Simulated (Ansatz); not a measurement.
A CCSD(T) single point on `C1[O][GeH2][O]1`.

```yaml
crystal:
  periodic: [false, false, false]
  atoms:
    - {symbol: C, position_ang: [-0.418832, 1.010480, -0.240663]}
    - {symbol: O, position_ang: [0.180785, 0.570363, 0.974129]}
    - {symbol: Ge, position_ang: [0.449612, -1.043208, 0.230898]}
    - {symbol: O, position_ang: [-0.350362, -0.128929, -1.092879]}
    - {symbol: H, position_ang: [0.146576, 1.847269, -0.669121]}
    - {symbol: H, position_ang: [-1.462304, 1.303991, -0.071883]}
    - {symbol: H, position_ang: [1.918888, -1.421679, -0.018471]}
    - {symbol: H, position_ang: [-0.372261, -2.195289, 0.832088]}
basis:
  gaussian: {orbitals: def2-SVP}
correlation: {method: ccsd_t}
```

```sh
$ ansatz run in.yaml --threads 2 --pin off --events-out ev --progress --plain --max-ram 4352MiB
```

Log, shortened:

```
Functional definition: HF
  name "HF"
  cite "Fock, Z. Phys. 61, 126 (1930) doi:10.1007/BF01340294"
  parent pbe
  exchange = exact_x
  correlation = 0
922 factors; integrals over basis functions are off by at most 1.2e-3 eV
mean field evaluation 1: about -61626.5394 eV, gradient 4.1e1 eV
mean field evaluation 2: about -61626.5903 eV, gradient 4.1e1 eV
mean field evaluation 4: about -61630.0667 eV, gradient 2.9e0 eV
mean field evaluation 8: about -61630.0981 eV, gradient 1.7e-1 eV
mean field evaluation 16: about -61630.0287 eV, gradient 5.7e-1 eV
mean field -61630.09818107 eV, -2264.8643337735 hartree, gradient 5.5e-6 eV, S^2 0.000000; 0 other end points of the search recorded, 0 dependent functions left out
12 core orbitals not correlated: weight in the atoms' cores, before any rotation towards them, 1.000 or more for the frozen orbitals, at most 0.000 for the correlated occupied ones
reference -61630.09818107 eV, -2264.8643337735 hartree; 17, 17 occupied and 65, 65 virtual orbitals, 922 factors
second order -19.80756978 eV of doubles, -0.00000000 eV of singles
cycle   1  -19.61506531 eV  change    1.9e-1 eV  update   1.1e-1
cycle   2  -20.20317850 eV  change   -5.9e-1 eV  update   3.1e-2
cycle   3  -20.32597341 eV  change   -1.2e-1 eV  update   1.5e-2
cycle   4  -20.31318691 eV  change    1.3e-2 eV  update   3.0e-3
cycle   5  -20.31379695 eV  change   -6.1e-4 eV  update   1.4e-3
cycle   6  -20.31436701 eV  change   -5.7e-4 eV  update   4.3e-4
cycle   7  -20.31407979 eV  change    2.9e-4 eV  update   1.8e-4
cycle   8  -20.31404025 eV  change    4.0e-5 eV  update   6.8e-5
cycle   9  -20.31405989 eV  change   -2.0e-5 eV  update   2.8e-5
perturbative correction -0.56439570 eV, -0.0207411595 hartree
Total energy: -61650.97663667 eV, -2265.6316028646 hartree
```

It took 5.5 s on 2 threads of an Arm Neoverse V2 on a shared host, with 0.36 GiB of host memory at the peak.

Correlation energy per correlated electron: -0.614 eV. T1 diagnostic: 0.0120.
